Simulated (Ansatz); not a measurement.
`C[SiH2][Se]C#N` and `C[Se]C#N` differ in one atom or group.

Ansatz, PBE0-D4/def2-TZVP geometries, multiplicity 1. Each molecule was computed in one conformer, which needn't be the lowest.

Scalar relativity is left out up to krypton.

```json
{"property": "size of the dipole moment (B3LYP/def2-TZVPP) / D", "`C[SiH2][Se]C#N`": "4.12"}
{"property": "HOMO energy (ωB97M-V/def2-TZVPP) / eV", "`C[SiH2][Se]C#N`": "-9.66"}
{"property": "HOMO energy (PBE/def2-TZVPP) / eV", "`C[SiH2][Se]C#N`": "-6.42"}
{"property": "LUMO energy (PBE0/def2-TZVPP) / eV", "`C[SiH2][Se]C#N`": "-0.67"}
{"property": "LUMO energy (B3LYP/def2-TZVPP) / eV", "`C[SiH2][Se]C#N`": "-0.89"}
{"property": "LUMO energy (PBE/def2-TZVPP) / eV", "`C[SiH2][Se]C#N`": "-1.57"}
```

Problem. What does the change do to each property? (An estimate is asked.)

Solution. The calculation gave: 
```json
{"property": "size of the dipole moment (B3LYP/def2-TZVPP) / D", "`C[Se]C#N`": "4.37", "shift": "0.25"}
{"property": "HOMO energy (ωB97M-V/def2-TZVPP) / eV", "`C[Se]C#N`": "-9.49", "shift": "0.17"}
{"property": "HOMO energy (PBE/def2-TZVPP) / eV", "`C[Se]C#N`": "-6.21", "shift": "0.21"}
{"property": "LUMO energy (PBE0/def2-TZVPP) / eV", "`C[Se]C#N`": "-1.01", "shift": "-0.34"}
{"property": "LUMO energy (B3LYP/def2-TZVPP) / eV", "`C[Se]C#N`": "-1.26", "shift": "-0.37"}
{"property": "LUMO energy (PBE/def2-TZVPP) / eV", "`C[Se]C#N`": "-1.95", "shift": "-0.38"}
```

With PBE0 the HOMO rises by 0.19 eV and the LUMO falls by 0.34 eV, so the gap narrows by about 0.53 eV. PBE moves the HOMO by 0.21 eV and ωB97M-V by 0.17 eV. Dipoles are sizes alone; their direction can turn.

B3LYP here is the variant with VWN-RPA as its local correlation; programs differ in this.

Spin–orbit coupling is left out; it splits and shifts lone-pair levels of the heavy atoms by tenths of an eV.
